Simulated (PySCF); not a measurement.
Can point charges reproduce the dipole moment of `C/N=C/[C@@H]1CNC(=O)C1`?

Coordinates (GFN2-xTB, Å) and charges (e) from the PBE0/pcSseg-1 density (PySCF):

```
atom       x       y       z  Mulliken      IAO  Hirshfeld  ESP-fitted
  C1   3.086   0.541  -0.756   -0.1014  -0.3052    -0.0728     -0.1311
  N2   1.702   0.891  -0.786   -0.4096  -0.2659    -0.1492     -0.5549
  C3   0.847   0.181  -0.207   +0.1402  +0.0247    +0.0423     +0.5241
  C4  -0.604   0.543  -0.236   -0.3430  -0.1285    -0.0295     -0.1453
  C5  -1.135   0.727   1.200   +0.0854  -0.1549    -0.0152     +0.0373
  N6  -1.631  -0.583   1.535   -0.4891  -0.3550    -0.1077     -0.5213
  C7  -1.860  -1.395   0.481   +0.4225  +0.4314    +0.1649     +0.5740
  O8  -2.321  -2.509   0.537   -0.4181  -0.4972    -0.3121     -0.5639
  C9  -1.433  -0.634  -0.767   -0.1883  -0.3247    -0.0759     -0.2034
 H10   3.296  -0.382  -0.200   +0.0849  +0.1107    +0.0335     +0.0452
 H11   3.430   0.435  -1.785   +0.1241  +0.1599    +0.0509     +0.1279
 H12   3.634   1.371  -0.308   +0.1221  +0.1586    +0.0501     +0.1192
 H13   1.095  -0.737   0.350   +0.0797  +0.0961    +0.0356     -0.0170
 H14  -0.723   1.448  -0.832   +0.1291  +0.1587    +0.0468     +0.0556
 H15  -0.348   1.041   1.891   +0.1312  +0.1438    +0.0447     +0.0412
 H16  -1.940   1.473   1.227   +0.1321  +0.1357    +0.0418     +0.0794
 H17  -1.898  -0.835   2.472   +0.1872  +0.2820    +0.1428     +0.3366
 H18  -0.876  -1.278  -1.446   +0.1525  +0.1638    +0.0524     +0.0723
 H19  -2.331  -0.291  -1.284   +0.1584  +0.1659    +0.0564     +0.1243
```

Q: Form Σ q r in debye for every column and set it beside the full dipole.

A: The full density gives (1.51, 2.71, 1.24) D, 3.34 D in size; dipole vectors point from the negative to the positive end.

```csv
scheme,μx,μy,μz,size (D),share of the full size (%),angle to the full dipole (°)
Mulliken,2.18,2.87,0.09,3.60,108,22
IAO,1.81,3.55,0.74,4.05,121,11
Hirshfeld,1.06,2.39,0.76,2.72,82,7
ESP-fitted,1.56,2.74,1.21,3.37,101,1
```

Q: Which set comes closest?

A: Length of the difference vector: ESP-fitted 0.07 D, Hirshfeld 0.73 D, IAO 1.02 D, Mulliken 1.34 D. Closest: ESP-fitted. The schemes that divide the density aren't constrained to reproduce the dipole.

Q: What is left for the Hirshfeld atoms' own dipoles?

A: The shares of the density sum to the whole, so what Σ q r misses lies in dipoles about the nuclei. The atomic dipoles sum to (1.51, 2.71, 1.24) − (1.06, 2.39, 0.76) = (0.45, 0.32, 0.48) D, 0.73 D in size.

Q: With the origin at the mean of the coordinates, (-0.001, 0.000, 0.057) Å, which are the largest single terms, by size, of the IAO dipole along the direction of the full one?

A: O8 +6.94, C7 -3.76, C9 +2.29, C1 -2.25, H12 +1.99 D; all 19 atoms together +3.97 D. The single terms depend on the origin, their sum doesn't.

Q: Give the size of the full dipole in other units.

A: 3.34 D = 1.314 au = 0.695 e·Å = 11.14 × 10⁻³⁰ C·m.

Isolated species at its GFN2-xTB geometry (one conformer only).

The run behind these numbers computed NMR shieldings as well. Time: 35 s. Hardware: an Arm Neoverse V1 with one thread, shared host.
